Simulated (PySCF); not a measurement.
GeH6P2, SMILES [PH2][GeH2][PH2].

The structure is a stationary point at PBE-D3(BJ)/def2-SVP. This is a generated structure with no PubChem entry under its InChIKey; it may be hypothetical. The values are those of a single conformer.

Calculation: PBE-D3(BJ)/def2-SVP (PySCF 2.14.0).

Frequencies are harmonic and unscaled.

Computed harmonic wavenumbers and intensities:
```csv
mode,ν (cm⁻¹),IR (km/mol),moving atoms (share of kinetic energy)
1,107,2.8,"P 64 %, Ge 25 %, H 11 %"
2,108,0.0,H 99 %
3,133,9.9,"H 83 %, P 13 %"
4,320,12.8,H 93 %
5,324,1.5,"P 77 %, Ge 20 %"
6,359,11.4,"P 58 %, Ge 38 %"
7,531,0.0,H 100 %
8,555,51.7,H 95 %
9,664,2.7,"H 89 %, P 9 %"
10,717,0.5,H 94 %
11,740,65.5,H 95 %
12,766,0.0,H 97 %
13,822,52.7,H 99 %
14,1046,0.4,H 97 %
15,1050,27.5,H 97 %
16,2060,92.3,H 99 %
17,2073,92.6,H 98 %
18,2309,2.6,H 97 %
19,2311,60.0,H 97 %
20,2327,0.0,H 97 %
21,2329,91.8,H 97 %
```
